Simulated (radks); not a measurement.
Removal energies from the tellurium ion Te9+, [Kr] 4d7, by Delta-SCF beside the eigenvalue of the level emptied. Method: scalar-relativistic Kohn-Sham, PBEsol, spin-polarised, spherical densities, finite nucleus; Fermi nuclear charge, rms radius of each element as measured or else 0.836 A^(1/3) + 0.57 fm; computed with a radial shooting solver on a logarithmic mesh with Libxc functionals. Open shells are filled with parallel spins first.

| removed from | final configuration | Delta-SCF (eV) | -eigenvalue (eV) |
|---|---|---|---|
| 4d | [Kr] 4d6 | 192.08 | 180.36 |
| 4p | [Ar] 3d10 4s2 4p5 4d7 | 269.38 | 256.76 |
| 4s | [Ar] 3d10 4s1 4p6 4d7 | 321.34 | 308.18 |
| 3d | [Ar] 3d9 4s2 4p6 4d7 | 741.98 | 714.21 |
